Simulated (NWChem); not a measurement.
All runs are NWChem calculations. System: H$_{3}$P$_{2}$, charge 0, spin multiplicity 2, at a geometry optimised with UPBE0/def2-SVP. The structure started from a generated list of species. Its SCF solution wasn't tested for a lower state. Level: UMP2/def2-TZVP, 10 core orbitals frozen.

The NWChem input:

```
start mol
memory heap 200 mb stack 900 mb global 1100 mb
geometry units angstroms nocenter noautoz noautosym
  P      0.965856    -0.431159     0.428121
  P     -0.888767     0.314093    -0.469637
  H      1.689303     0.733612     0.010116
  H     -1.063498     1.503056     0.304711
  H     -1.782132    -0.480669     0.307910
end
basis spherical
  * library def2-tzvp
end
scf
  uhf
  nopen 1
  maxiter 100
  thresh 1e-7
  semidirect memsize 60000000 filesize 0
  # guess.movecs holds the orbitals of an unrestricted PBE0 run
  vectors input guess.movecs output mol.movecs
end
mp2
  freeze core 10
end
task mp2 energy
```

Output (cleaned and shortened):

```
             Northwest Computational Chemistry Package (NWChem) 7.3.0
             --------------------------------------------------------

                                NWChem Input Module
                                -------------------

 Scaling coordinates for geometry "geometry" by  1.889725989
 (inverse scale =  0.529177249)

                             Geometry "geometry" -> ""
                             -------------------------

 Output coordinates in angstroms (scale by  1.889725989 to convert to a.u.)

  No.       Tag          Charge          X              Y              Z
 ---- ---------------- ---------- -------------- -------------- --------------
    1 P                   15.0000     0.96585600    -0.43115900     0.42812100
    2 P                   15.0000    -0.88876700     0.31409300    -0.46963700
    3 H                    1.0000     1.68930300     0.73361200     0.01011600
    4 H                    1.0000    -1.06349800     1.50305600     0.30471100
    5 H                    1.0000    -1.78213200    -0.48066900     0.30791000

 Effective nuclear repulsion energy (a.u.)      80.2760375981

            Nuclear Dipole moment (a.u.)
            ----------------------------
        X                 Y               Z
 ---------------- ---------------- ----------------
     0.0000151178     0.0000170075    -0.0000056692


 Summary of "ao basis" -> "" (spherical)
 ------------------------------------------------------------------------------
       Tag                 Description            Shells   Functions and Types
 ---------------- ------------------------------  ------  ---------------------
 *                         def2-tzvp                  on all atoms

 Summary of "ao basis" -> "ao basis" (spherical)
 ------------------------------------------------------------------------------
       Tag                 Description            Shells   Functions and Types
 ---------------- ------------------------------  ------  ---------------------
 P                         def2-tzvp                13       37   5s5p2d1f
 H                         def2-tzvp                 4        6   3s1p

                                 NWChem SCF Module
                                 -----------------

  ao basis        = "ao basis"
  functions       =    92
  atoms           =     5
  alpha electrons =    17
  beta  electrons =    16
  charge          =   0.00
  wavefunction    = UHF
  use symmetry    = F
  symmetry adapt  = F

 Summary of "ao basis" -> "ao basis" (spherical)
 ------------------------------------------------------------------------------
       Tag                 Description            Shells   Functions and Types
 ---------------- ------------------------------  ------  ---------------------
 P                         def2-tzvp                13       37   5s5p2d1f
 H                         def2-tzvp                 4        6   3s1p

 Forming initial guess at       0.1s

 Starting SCF solution at       0.1s

 ----------------------------------------------
         Quadratically convergent UHF

 Convergence threshold     :          1.000E-07
 Maximum no. of iterations :          100
 Integral*density screening:          1.000E-09
 ----------------------------------------------

              iter       energy          gnorm     gmax       time
             ----- ------------------- --------- --------- --------
                 1     -683.2011012995  6.96D-01  2.24D-01      0.8
                 2     -683.2173296204  7.49D-02  1.25D-02      0.9
                 3     -683.2192870429  4.50D-03  1.46D-03      1.2
                 4     -683.2193073303  4.06D-05  7.54D-06      1.9
                 5     -683.2193073311  9.96D-09  4.13D-09      3.0

       Final UHF  results
       ------------------

         Total SCF energy =   -683.219307331110
      One electron energy =  -1105.191422101855
      Two electron energy =    341.696077172611
 Nuclear repulsion energy =     80.276037598134

                       Sz =      0.5000
                 Sz(Sz+1) =      0.7500
                      S^2 =      0.7717

        Time for solution =      2.9s

          Final alpha eigenvalues
          -----------------------

              1
    1  -79.9592
    2  -79.9523
    3   -7.5037
    4   -7.4970
    5   -5.4083
    6   -5.3943
    7   -5.3930
    8   -5.3905
    9   -5.3903
   10   -5.3898
   11   -0.9095
   12   -0.7678
   13   -0.5489
   14   -0.4812
   15   -0.4595
   16   -0.3910
   17   -0.3374
   18    0.1143
   19    0.1203
   20    0.1426
   21    0.1709
   22    0.2670
   23    0.2890
   24    0.3087
   25    0.3243
   26    0.3369
   27    0.3536

          Final beta eigenvalues
          ----------------------

              1
    1  -79.9523
    2  -79.9513
    3   -7.4970
    4   -7.4953
    5   -5.3910
    6   -5.3907
    7   -5.3894
    8   -5.3893
    9   -5.3891
   10   -5.3748
   11   -0.8832
   12   -0.7228
   13   -0.5408
   14   -0.4744
   15   -0.4276
   16   -0.3564
   17    0.0355
   18    0.1195
   19    0.1286
   20    0.1460
   21    0.1797
   22    0.2697
   23    0.2943
   24    0.3259
   25    0.3492
   26    0.3499
   27    0.3747

                    UHF Final Alpha Molecular Orbital Analysis
                    ------------------------------------------

 Vector   15  Occ=1.000000D+00  E=-4.594790D-01
              MO Center=  2.2D-01,  3.2D-02,  1.2D-01, r^2= 3.0D+00
   Bfn.  Coefficient  Atom+Function         Bfn.  Coefficient  Atom+Function
  ----- ------------  ---------------      ----- ------------  ---------------
    17      0.295430  1 P  pz                54      0.231489  2 P  pz
[...]
    41     -0.217222  2 P  s                 42     -0.190358  2 P  s
     3     -0.167931  1 P  s                 57      0.157053  2 P  pz
    17      0.150328  1 P  pz

 Vector   16  Occ=1.000000D+00  E=-3.563865D-01
              MO Center= -1.4D-01, -5.7D-02, -2.2D-01, r^2= 3.4D+00
   Bfn.  Coefficient  Atom+Function         Bfn.  Coefficient  Atom+Function
  ----- ------------  ---------------      ----- ------------  ---------------
    54      0.324380  2 P  pz                57      0.271530  2 P  pz
    16      0.209220  1 P  py                 5     -0.204366  1 P  s
    42     -0.202477  2 P  s                 15     -0.180238  1 P  px
    41     -0.178775  2 P  s                 19      0.167725  1 P  py

 Vector   17  Occ=0.000000D+00  E= 3.553800D-02
              MO Center=  7.7D-01, -3.2D-01,  3.1D-01, r^2= 3.3D+00
   Bfn.  Coefficient  Atom+Function         Bfn.  Coefficient  Atom+Function
  ----- ------------  ---------------      ----- ------------  ---------------
    20      0.592233  1 P  pz                19      0.314052  1 P  py
    17      0.222146  1 P  pz                83     -0.189942  4 H  s
    18     -0.180652  1 P  px                42      0.166556  2 P  s
    14      0.158922  1 P  pz                57     -0.150093  2 P  pz

 Vector   18  Occ=0.000000D+00  E= 1.195337D-01
              MO Center=  7.4D-03,  3.3D-02,  1.6D-01, r^2= 6.6D+00
   Bfn.  Coefficient  Atom+Function         Bfn.  Coefficient  Atom+Function
  ----- ------------  ---------------      ----- ------------  ---------------
    42      1.757279  2 P  s                 18      1.149651  1 P  px
    77     -0.839885  3 H  s                 57      0.819246  2 P  pz
    83     -0.817614  4 H  s                 89     -0.641187  5 H  s
    55      0.340144  2 P  px                 5     -0.305917  1 P  s
    19      0.217090  1 P  py                15      0.203402  1 P  px

 Vector   19  Occ=0.000000D+00  E= 1.286394D-01
              MO Center= -1.3D-01,  2.2D-01, -8.0D-02, r^2= 6.4D+00
   Bfn.  Coefficient  Atom+Function         Bfn.  Coefficient  Atom+Function
  ----- ------------  ---------------      ----- ------------  ---------------
     5      1.523861  1 P  s                 55     -1.375999  2 P  px
    77     -0.847471  3 H  s                 89     -0.819001  5 H  s
    19      0.692435  1 P  py                20     -0.669944  1 P  pz
    18     -0.442602  1 P  px                83     -0.435575  4 H  s
    56      0.218844  2 P  py                52     -0.181015  2 P  px

 center of mass
 --------------
 x =   0.03555321 y =  -0.05398985 z =  -0.01914701

 moments of inertia (a.u.)
 ------------------
          87.505128434011          75.024146592025         -88.869912938948
          75.024146592025         261.566614969121          35.657894666081
         -88.869912938948          35.657894666081         258.429534988110

  Mulliken analysis of the total density
  --------------------------------------

    Atom       Charge   Shell Charges
 -----------   ------   -------------------------------------------------------
    1 P   15    15.06   2.01  0.53  1.43  1.04  0.77  4.17  1.70  0.65  1.75  0.85  0.05  0.10  0.01
    2 P   15    15.10   2.01  0.53  1.44  0.99  0.70  4.17  1.70  0.67  1.85  0.82  0.07  0.15  0.01
    3 H    1     0.95   0.23  0.54  0.16  0.02
    4 H    1     0.94   0.23  0.53  0.16  0.02
    5 H    1     0.95   0.24  0.53  0.16  0.02

  Mulliken analysis of the alpha density
  --------------------------------------

    Atom       Charge   Shell Charges
 -----------   ------   -------------------------------------------------------
    1 P   15     8.05   1.00  0.27  0.72  0.53  0.40  2.10  0.84  0.39  1.15  0.57  0.02  0.06  0.00
    2 P   15     7.53   1.00  0.27  0.72  0.50  0.35  2.08  0.85  0.34  0.91  0.39  0.04  0.08  0.01
    3 H    1     0.45   0.11  0.26  0.08  0.01
    4 H    1     0.49   0.12  0.28  0.08  0.01
    5 H    1     0.48   0.12  0.27  0.08  0.01

   Mulliken analysis of the beta density
   -------------------------------------

    Atom       Charge   Shell Charges
 -----------   ------   -------------------------------------------------------
    1 P   15     7.01   1.00  0.27  0.72  0.51  0.37  2.07  0.86  0.26  0.61  0.28  0.02  0.05  0.01
    2 P   15     7.57   1.00  0.27  0.72  0.50  0.35  2.09  0.85  0.34  0.94  0.43  0.03  0.07  0.01
    3 H    1     0.50   0.12  0.28  0.09  0.01
    4 H    1     0.45   0.11  0.25  0.08  0.01
    5 H    1     0.47   0.12  0.26  0.08  0.01

   Mulliken analysis of the spin density
   -------------------------------------

    Atom       Charge   Shell Charges
 -----------   ------   -------------------------------------------------------
    1 P   15     1.04   0.00  0.00 -0.00  0.02  0.03  0.03 -0.02  0.14  0.54  0.29  0.00  0.01 -0.00
    2 P   15    -0.04   0.00  0.00 -0.00  0.00 -0.00 -0.00  0.00 -0.00 -0.02 -0.03  0.00  0.01  0.00
    3 H    1    -0.04  -0.01 -0.03 -0.01  0.00
    4 H    1     0.04   0.01  0.03  0.00 -0.00
    5 H    1     0.01   0.00  0.01  0.00 -0.00

       Multipole analysis of the density wrt the origin
       ------------------------------------------------

     L   x y z        total         alpha         beta         nuclear
     -   - - -        -----         -----         ----         -------
     0   0 0 0     -0.000000    -17.000000    -16.000000     33.000000

     1   1 0 0     -0.086025     -0.836299      0.750259      0.000015
     1   0 1 0      0.243651      0.385678     -0.142044      0.000017
     1   0 0 1      0.163711     -0.259374      0.423091     -0.000006

     2   2 0 0    -20.854418    -71.772722    -66.935874    117.854178
     2   1 1 0      0.991065     19.142079     17.332809    -35.483822
     2   1 0 1     -1.029020    -21.818322    -20.662934     41.452235
     2   0 2 0    -21.172606    -24.672216    -22.557354     26.056964
     2   0 1 1      0.597042      8.342532      8.910141    -16.655632
     2   0 0 2    -23.118403    -24.790227    -20.631106     22.302929

                   NWChem MP2 Semi-direct Energy/Gradient Module
                   ---------------------------------------------

  Basis functions       =     92
  Molecular orbitals    =     92
  Frozen core           =     10
  Frozen virtuals       =      0
  Active alpha occupied =      7
  Active beta occupied  =      6
  Active alpha virtual  =     75
  Active beta virtual   =     76
  Use MO symmetry       = F
  Use skeleton AO sym   = F

  AO/Fock/Back tols     =   1.0D-09  1.0D-09  1.0D-09

 GA uses MA = F    GA memory limited = T

 Available:
  local mem=  1.26D+08
 global mem=  1.44D+08
 local disk=  0.00D+00
  mp2_memr nvloc                    75
  nvloc new                    75
   1 passes of   7:        5242880                      43506                   7552607.
   1 passes of   7: M    126151903           G      144162272           F     120909023.

 Semi-direct pass number   1 of   1  for UHF alpha       at        3.0s
  vrange nnbf                  4223
  mp2_eaftype                    28  avail_ma_in_mb                  1099
 EAF : mp2_eaftype filesize          28    3776304.
  mp2_eaf for mointskh                     28
Node 0 wrote     17.7 Mb in      0.0 s     Agg I/O rate:  2020.5 Mb/s
 Done moints_semi at        4.7s
  mp2_eaftype                    28  avail_ma_in_mb                  1071
 EAF : mp2_eaftype filesize          28    3776304.
  mp2_eaf for kh                    28
 Done maket at        4.8s
 Done multipass loop at        4.8s

 GA uses MA = F    GA memory limited = T

 Available:
  local mem=  1.26D+08
 global mem=  1.44D+08
 local disk=  0.00D+00
  mp2_memr nvloc                    76
  nvloc new                    76
   1 passes of   6:        5242880                      40057                   6561891.
   1 passes of   6: M    126151903           G      144162272           F     120909023.

 Semi-direct pass number   1 of   1  for UHF beta        at        4.8s
  vrange nnbf                  4223
  mp2_eaftype                    25  avail_ma_in_mb                  1099
 EAF : mp2_eaftype filesize          25    3280946.
  mp2_eaf for mointskh                     25
Node 0 wrote     15.4 Mb in      0.0 s     Agg I/O rate:  1732.4 Mb/s
 Done moints_semi at        7.1s
  mp2_eaftype                    25  avail_ma_in_mb                  1074
 EAF : mp2_eaftype filesize          25    3280946.
  mp2_eaf for kh                    25
 Done maket at        7.2s
 Done multipass loop at        7.2s

          -------------------------------------------
          SCF energy                -683.219307331110
          Correlation energy          -0.273717936193
          Singlet pairs                0.000000000000
          Triplet pairs                0.000000000000
          Total MP2 energy          -683.493025267303
          -------------------------------------------

          ---------------------------------------------------
                    Spin Component Scaled (SCS) MP2
          Same spin pairs                     -0.055588966180
          Same spin scaling factor             0.333333333333
          Opposite spin pairs                 -0.218128970013
          Opposite spin scaling fact.          1.200000000000
          SCS-MP2 correlation energy          -0.280284419409
          Total SCS-MP2 energy              -683.499591750519
          ---------------------------------------------------

 -----------------------
 Performance information
 -----------------------

 Timer overhead =  9.62D-08 seconds/call

               Nr. of calls         CPU time (s)                 Wall time (s)                GFlops
             ---------------    -------------------     ------------------------------   -------------------
Name         Min   Avg   Max    Min     Avg     Max     Min     Avg     Max   Mx/calls   Min     Max     Sum
mp2: moin     2     2     2    4.0     4.0     4.0      4.0     4.0     4.0     2.0      0.0     0.0     0.0
mp2: make     2     2     2   0.13    0.13    0.13     0.13    0.13    0.13    6.74E-2   0.0     0.0     0.0
mp2: tota     1     1     1    4.2     4.2     4.2      4.2     4.2     4.2     4.2      0.0     0.0     0.0

 The average no. of pstat calls per process was 5.00D+00
 with a timing overhead of 4.81D-07s

 Task  times  cpu:        7.2s     wall:        7.2s

 Total times  cpu:        7.2s     wall:        7.2s
```
